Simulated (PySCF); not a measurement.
Geometry:
```tsv
atom	x (Å)	y (Å)	z (Å)
C1	-2.089	-0.957	0.265
C2	-2.316	0.382	-0.096
C3	-1.265	1.225	-0.328
C4	0.059	0.756	-0.205
C5	1.193	1.568	-0.431
N6	2.423	1.152	-0.323
C7	2.635	-0.127	0.025
C8	1.630	-1.022	0.274
C9	0.290	-0.596	0.162
C10	-0.817	-1.439	0.394
H11	-2.936	-1.605	0.442
H12	-3.331	0.737	-0.190
H13	-1.430	2.256	-0.606
H14	1.063	2.606	-0.714
H15	3.676	-0.411	0.099
H16	1.848	-2.042	0.551
H17	-0.640	-2.469	0.672
```

Computed data (PySCF 2.14.0 with density-fitted response routines): shielding tensors at PBE0/pcSseg-1 (GIAO), coordinates at the GFN2-xTB level. Non-relativistic Hamiltonian, isolated molecule, single conformer.

Referencing at the same level of theory: 13C and 1H against TMS; 15N against NH3.

```tsv
atoms	nucleus	count	δ (ppm)
H15	1H	1	?
C4	13C	1	131.8
C3	13C	1	133.7
H16	1H	1	7.83
C9	13C	1	?
C8	13C	1	?
C2	13C	1	132.3
H13	1H	1	8.27
C1	13C	1	135.2
C7	13C	1	150.3
N6	15N	1	355.7
H17	1H	1	8.20
H12	1H	1	?
H11	1H	1	8.04
C10	13C	1	133.0
C5	13C	1	157.8
H14	1H	1	?
```

Question: Estimate the values marked ?.

Answer: 
- C9: 140.3 ppm, ring-fusion aromatic carbon
- C8: 125.4 ppm, aromatic CH
- H14: 9.59 ppm, hydrogen on an aromatic CH next to a ring nitrogen; ring current plus the neighbouring ring nitrogen
- H15: 9.12 ppm, hydrogen on an aromatic CH next to a ring nitrogen; ring current plus the neighbouring ring nitrogen
- H12: 7.95 ppm, hydrogen on an aromatic CH; the ring current deshields protons in the ring plane

Shifts are as computed. Against solution values, carbons near 30 ppm lie about +3 ppm off and those near 130 ppm about +5 ppm. Of 1211 compounds with measured shifts, 218 miss one by over three times the rms of a fit or turn the order of signals round; such compounds aren't used in these exercises. Experimental scales use liquid or dissolved standards, which lie at an offset from isolated NH3 (liquid NH3: subtract about 20 ppm). Unscaled 15N shifts of sp2 nitrogen come out 20 to 40 ppm too high even then.
